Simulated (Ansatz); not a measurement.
`O[SiH]1C=C1` → `O=C=C[SiH3]`  (isomerisation)

Gas-phase electronic energies from Ansatz, PBE0-D4/def2-TZVP geometries. CBS: MP2 limit from def2 TZ/QZ plus the TZ coupled-cluster correction, frozen cores. Each species was taken in one conformer, which may not be the lowest.

`O[SiH]1C=C1`:

Cartesian coordinates in Å:
```
O -1.154 0.966 1.312
Si -0.544 -0.291 0.455
C 1.118 -0.379 -0.207
C 0.199 -0.168 -1.170
H -0.777 1.832 1.143
H -1.308 -1.457 0.929
H 2.199 -0.473 -0.218
H 0.266 -0.029 -2.244
```

`O=C=C[SiH3]`:

```xyz
8

O     0.062   -0.555   -2.677
C     0.225   -0.652   -1.537
C     0.390   -0.726   -0.243
Si   -0.264    0.606    0.858
H     0.919   -1.591    0.140
H    -1.246    0.053    1.826
H     0.837    1.240    1.629
H    -0.925    1.625    0.003
```

```
      species  CCSD(T)/def2-TZVPP energy (Eh)
`O[SiH]1C=C1`                      -442.63850
`O=C=C[SiH3]`                      -442.62870
```

Problem. Work out ΔE.

Solution. ΔE = (-442.62870) − (-442.63850) = 0.00980 Eh = +25.7 kJ/mol. CCSD(T)/CBS gives +37.0 kJ/mol.

Largest T1 diagnostic among the species: 0.016.

From r2SCAN to r2SCAN0 (25 % exact exchange), in def2-TZVPP and without D4, ΔE moves by +12.6 kJ/mol. At CCSD(T), def2-SVP lies −53.7 kJ/mol from the extrapolated value and def2-TZVPP −11.3 kJ/mol.
